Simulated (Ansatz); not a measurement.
Molecule: C2H8BClN2 (charge 0, singlet). 
Structure (B3LYP-D3(BJ)/def2-TZVP (Ansatz, a first-principles code) minimum search):
SMILES: CNB(Cl)NC
```xyz
14

C      2.2389     0.2418     0.8321
N      0.7985     0.4116     0.8630
B     -0.1565    -0.0256    -0.0723
Cl     0.3668    -0.9593    -1.5228
N     -1.5352     0.2327     0.0587
C     -2.1530     0.9483     1.1583
H      2.5179    -0.3145    -0.0591
H      2.5952    -0.3141     1.7041
H      2.7564     1.2053     0.8062
H      0.4642     0.9129     1.6703
H     -2.1650    -0.1548    -0.6205
H     -2.1368     0.3760     2.0930
H     -3.1930     1.1716     0.9238
H     -1.6506     1.9035     1.3375
```
Charge 0, spin multiplicity 1.

Basis-set convergence of Hartree-Fock and CCSD correlation energies (hartree) with Ansatz. Valence correlation only, unless marked. No spin-orbit coupling. No relativistic terms.

```tsv
basis	functions	E(HF)	E(corr, CCSD)
cc-pV(D+d)Z	133	-673.62084	-0.90931
cc-pV(T+d)Z	301	-673.69891	-1.11634
cc-pV(Q+d)Z	579	-673.71748	-1.18232
```

Extrapolating the two largest sets (X = 3 and 4) as X^-3: E(corr) = (64·(-1.18232) - 27·(-1.11634))/37 = -1.2305 Eh, an estimate of the basis-set limit. The largest set recovers 96.1 % of it, the smallest 73.9 %.
